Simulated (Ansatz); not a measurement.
The same ligand exchange along the group F, Cl, Br.

Calculated with Ansatz (gas phase, PBE0-D4/def2-TZVP geometries, no zero-point term in ΔE). CCSD(T)/CBS is the MP2 limit (def2-TZVPP, def2-QZVPP) plus CCSD(T) − MP2 in def2-TZVPP, frozen cores. This one scheme is used for every species. Functionals use def2-TZVPP. B3LYP here is the variant with VWN-RPA as its local correlation; programs differ in this. For Br outer-core shells are correlated without core-valence functions, which leaves a few kJ/mol of doubt a bond. Scalar relativity is left out up to krypton. One conformer a species, not always the lowest.

| reaction | B3LYP-D4 (eV) | r2SCAN-D4 (eV) | ωB97M-V (eV) |
| --- | --- | --- | --- |
| `C[SiH2]F` + `CNC` → `C[SiH2]N(C)C` + H–F | 0.94 | 0.98 | 0.95 |
| `C[SiH2]Cl` + `CNC` → `C[SiH2]N(C)C` + HCl | 0.54 | 0.60 | 0.57 |
| `C[SiH2]Br` + `CNC` → `C[SiH2]N(C)C` + HBr | 0.50 | 0.56 | 0.54 |

(1) Give the CCSD(T)/CBS values in the same order. (Estimate.)

Largest T1 diagnostic: 0.010, for `C[SiH2]F`.

Results:

(1) The calculation gave: 0.90, 0.55, 0.55 eV.
